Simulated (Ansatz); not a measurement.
Al₆N⁻. Total charge -1; singlet. Geometry PBE0-D4/def2-SVPD; atoms count from 1.

```xyz
7

N    -0.216   -0.330    0.117
Al   -0.938    1.689    0.705
Al    0.697    1.232   -1.213
Al    0.093   -0.271    2.073
Al    2.001   -0.366    0.306
Al   -1.911   -0.213   -0.848
Al    0.274   -1.741   -1.141
```

The restricted singlet is unstable towards broken spin symmetry in Hartree–Fock (as tested in another run); at PBE0-D4/def2-TZVPD this wasn't settled. The structure comes from a short search, and lower isomers may exist.

(1) Estimate the Mulliken populations from the PBE0/def2-TZVPD orbitals of Ansatz.

(2) And the Mayer bond orders between bonded heavy atoms (over 0.3)?

Results:

(1) 
```tsv
atom	charge (e)
N1	-0.17
Al2	-0.14
Al3	-0.08
Al4	-0.16
Al5	-0.13
Al6	-0.16
Al7	-0.16
```
Mulliken values and Mayer orders depend strongly on the basis. With diffuse functions, as here, like atoms can get unlike values, and bond orders can come out too low or too high.

(2) N1–Al2 0.36 (2.22 Å); N1–Al3 0.38 (2.25 Å); N1–Al4 0.67 (1.98 Å); N1–Al5 0.36 (2.23 Å); N1–Al6 0.69 (1.95 Å); N1–Al7 0.69 (1.95 Å); Al2–Al3 0.58 (2.56 Å); Al2–Al4 0.48 (2.60 Å); Al2–Al6 0.47 (2.64 Å); Al3–Al5 0.58 (2.56 Å); Al4–Al5 0.48 (2.60 Å); Al5–Al7 0.47 (2.64 Å); Al6–Al7 0.32 (2.68 Å).
